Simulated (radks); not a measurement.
Q: Valence configurations of Ga II (all share [Ar]). All-electron calculation, Dirac Kohn-Sham, PBE, spin-unpolarised, spherical densities, finite nucleus; open shells are shared between the two j in proportion to 2j + 1; Fermi nuclear charge, rms radius 3.9973 fm. Program: a radial shooting solver on a logarithmic mesh with Libxc functionals. Order these by energy: 3d10 4s2; 3d8 4s2 4p2; 3d9 4s1 4p2; 3d8 4s1 4p3; 3d9 4p3; 3d7.5 4p4.5; 3d10 4p2; 3d8 4p4; 3d10 4s1 4p1; 3d9 4s2 4p1.

A: From the lowest, in eV above it: 3d10 4s2 0.000; 3d10 4s1 4p1 7.370; 3d10 4p2 14.947; 3d9 4s2 4p1 22.005; 3d9 4s1 4p2 30.303; 3d9 4p3 38.774; 3d8 4s2 4p2 51.829; 3d8 4s1 4p3 61.003; 3d8 4p4 70.325; 3d7.5 4p4.5 89.208. NIST lists [Ar] 3d10 4s2 as the ground configuration; this level of theory agrees among the configurations tried. The energies are those of spherical spin-averaged densities, not of single terms.
